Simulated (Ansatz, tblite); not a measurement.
Forces on Li7Al at its PBE0-D4/def2-TZVP geometry. The state is a singlet with charge 0.

The xTB rows come from tblite. The restricted singlet is unstable towards broken spin symmetry in Hartree–Fock (as tested in another run); at PBE-D4/def2-TZVP this wasn't settled. Another isomer (singlet) lies 0.26 eV lower at PBE0-D4/def2-TZVP; other spin states weren't run for this one.

GFN1-xTB (tblite), largest force 0.58 eV/Å:

```xyz
8
positions Å, forces eV/Å
Al   -0.551   -1.054    0.236   -0.230    0.014    0.272
Li   -1.315    1.608    0.049    0.326    0.102    0.219
Li    0.622    0.973    1.728   -0.193    0.272   -0.230
Li    0.292   -2.959   -1.456    0.050    0.405    0.093
Li    1.866   -1.866    0.894   -0.236    0.120   -0.513
Li    1.219    0.225   -1.325   -0.248   -0.342    0.157
Li   -0.492    3.794    2.011   -0.009   -0.437   -0.155
Li   -1.641   -0.722   -2.137    0.540   -0.134    0.157
```

PBE-D4/def2-TZVP (Ansatz), largest force 0.05 eV/Å:

```
Al -0.020 0.028 0.030
Li 0.005 -0.001 -0.015
Li 0.008 0.007 -0.005
Li -0.005 0.009 -0.009
Li 0.015 -0.011 -0.003
Li -0.024 0.002 0.010
Li -0.002 -0.033 -0.012
Li 0.023 0.000 0.002
```
